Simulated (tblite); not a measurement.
C16H24N6 (cyanobenzene emitter), SMILES CN(C)c1c(C#N)c(N(C)C)c(N(C)C)c(C#N)c1N(C)C at step 3 of a GFN2-xTB optimisation (tblite, gas phase), coordinates in Å:

```
  1 C     3.134    1.877   -0.931
  2 N     2.147    1.846    0.135
  3 C     2.643    2.147    1.467
  4 C     1.107    0.882    0.065
  5 C    -0.216    1.380    0.128
  6 C    -0.422    2.784    0.209
  7 N    -0.606    3.920    0.279
  8 C    -1.325    0.507    0.065
  9 N    -2.684    0.951    0.096
 10 C    -3.150    1.544    1.341
 11 C    -3.182    1.561   -1.128
 12 C    -1.107   -0.882   -0.065
 13 N    -2.148   -1.844   -0.136
 14 C    -2.645   -2.147   -1.469
 15 C    -3.135   -1.876    0.933
 16 C     0.216   -1.380   -0.123
 17 C     0.420   -2.785   -0.208
 18 N     0.604   -3.919   -0.283
 19 C     1.324   -0.508   -0.063
 20 N     2.683   -0.952   -0.095
 21 C     3.183   -1.565    1.130
 22 C     3.150   -1.544   -1.341
 23 H     2.660    1.663   -1.894
 24 H     3.541    2.891   -1.005
 25 H     3.972    1.187   -0.786
 26 H     1.817    2.283    2.168
 27 H     3.303    1.359    1.866
 28 H     3.212    3.078    1.451
 29 H    -2.853    2.590    1.482
 30 H    -2.788    0.965    2.196
 31 H    -4.244    1.500    1.366
 32 H    -2.863    0.983   -2.002
 33 H    -4.275    1.552   -1.119
 34 H    -2.850    2.599   -1.271
 35 H    -3.212   -3.079   -1.453
 36 H    -3.299   -1.359   -1.869
 37 H    -1.817   -2.286   -2.171
 38 H    -3.970   -1.183    0.785
 39 H    -2.659   -1.664    1.894
 40 H    -3.547   -2.887    1.004
 41 H     4.275   -1.554    1.121
 42 H     2.857   -2.603    1.277
 43 H     2.864   -0.981    2.001
 44 H     2.855   -2.590   -1.485
 45 H     4.243   -1.499   -1.365
 46 H     2.787   -0.964   -2.195
```

Question: What are the forces on the atoms (eV/Å)?

Answer: 
```
  1 C    -0.04   -0.04    0.09
  2 N    -0.17    0.14   -0.09
  3 C     0.05   -0.10   -0.09
  4 C     0.06   -0.12    0.06
  5 C    -0.05   -0.30    0.06
  6 C     0.00    0.41    0.10
  7 N     0.12   -0.81   -0.07
  8 C    -0.13   -0.15    0.01
  9 N    -0.07   -0.33    0.01
 10 C     0.01    0.01   -0.12
 11 C     0.07   -0.02    0.10
 12 C    -0.08    0.09   -0.03
 13 N     0.15   -0.18    0.10
 14 C     0.04    0.05    0.10
 15 C     0.07    0.07   -0.16
 16 C     0.02    0.26   -0.10
 17 C    -0.04   -0.07   -0.07
 18 N    -0.07    0.52    0.06
 19 C     0.17    0.18   -0.02
 20 N     0.10    0.27    0.01
 21 C    -0.10    0.09   -0.11
 22 C    -0.03   -0.02    0.14
 23 H    -0.05   -0.08    0.27
 24 H    -0.08   -0.03    0.17
 25 H    -0.04   -0.07    0.05
 26 H    -0.05   -0.07   -0.18
 27 H    -0.04    0.03   -0.09
 28 H    -0.05   -0.01   -0.17
 29 H     0.09    0.05   -0.08
 30 H     0.09    0.02   -0.24
 31 H     0.10    0.01   -0.14
 32 H     0.10    0.02    0.25
 33 H     0.08   -0.01    0.16
 34 H     0.05    0.03    0.08
 35 H     0.04    0.03    0.18
 36 H    -0.01    0.02    0.07
 37 H     0.03    0.08    0.23
 38 H     0.03    0.08   -0.03
 39 H     0.04    0.08   -0.26
 40 H     0.09    0.00   -0.17
 41 H    -0.05    0.02   -0.17
 42 H    -0.09   -0.03   -0.09
 43 H    -0.10   -0.05   -0.25
 44 H    -0.09   -0.03    0.09
 45 H    -0.07    0.00    0.13
 46 H    -0.09   -0.02    0.23
```
